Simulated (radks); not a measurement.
The numbers below are computed, except where a source is named.
The promethium ion Pm7+, 54 electrons, occupied as [Kr] 4d10 4f3 5s2 5p3 (the NIST ground configuration).

Level of theory: scalar-relativistic Kohn-Sham, r2SCAN, spin-polarised, spherical densities, finite nucleus; open shells are filled with parallel spins first (spin-orbit coupling, left out, can overturn this in heavy ions); meta-GGA in the generalised Kohn-Sham scheme; Fermi nuclear charge, rms radius 4.962 fm (a radial shooting solver on a logarithmic mesh with Libxc functionals).

Energy parts (hartree):
| part | energy |
|---|---|
| total | -10009.0271 |
| kinetic | 10676.2447 |
| electron-nucleus | -24131.5057 |
| Hartree | 3672.0549 |
| exchange-correlation | -225.8211 |

Orbitals (lengths in bohr, moments of r in powers of bohr; r(max) is where P^2 peaks):
orbital  occ.  eigenvalue (hartree)      <r^4>   r(max)
1s up       1             -1660.835  1.419e-06  0.01479
1s down     1             -1660.819  1.419e-06  0.01479
2s up       1             -274.0063  0.0002298  0.08376
2s down     1             -274.0039  0.0002297  0.08376
2p up       3             -244.9868  0.0001700  0.06762
2p down     3             -244.9768  0.0001700  0.06763
3s up       1             -63.10029   0.009046   0.2383
3s down     1             -63.04064   0.009020   0.2383
3p up       3             -53.93860   0.009480   0.2336
3p down     3             -53.87587   0.009447   0.2335
3d up       5             -41.37843   0.007735   0.1921
3d down     5             -41.32620   0.007696   0.1920
4s up       1             -15.76300     0.2235   0.5509
4s down     1             -15.60640     0.2233   0.5512
4p up       3             -12.72153     0.2898   0.5742
4p down     3             -12.56509     0.2882   0.5745
4d up       5              -8.40442     0.4522   0.5989
4d down     5              -8.24038     0.4440   0.5990
5s up       1              -4.92064      5.153    1.231
5s down     1              -4.65156      5.289    1.232
5p up       3              -4.03964      7.537    1.346
5p down     0              -3.77611      7.704    1.352
4f up       3              -3.73380      1.394   0.6087
4f down     0              -3.54240      1.300   0.6074

The highest occupied level is 4f up at -101.60 eV. The configuration is held as typed, so some empty levels lie below it. Spin moment in Bohr magnetons: 6. The electron density at the nucleus is 5.137e+05 e/bohr^3 (large components only). The density falls to 0.001 e/bohr^3 at r = 2.81 bohr. For comparison, the ionisation energy in NIST's Atomic Spectra Database is 116 eV (theoretical). In exact Kohn-Sham theory the highest level is minus the ionisation energy, but local and semilocal functionals leave it too shallow, through self-interaction and a potential that decays too fast; potentials with the right tail come closer. The spin density at the nucleus is -3.883 e/bohr^3 (1s -2.659, 2s 0.837, 3s -5.997, 4s 5.102, 5s -1.165). Summed over all electrons, <r^2> = 23.39 bohr^2, which gives a Langevin (diamagnetic) susceptibility term of -18.5 x 10^-6 cm^3/mol.
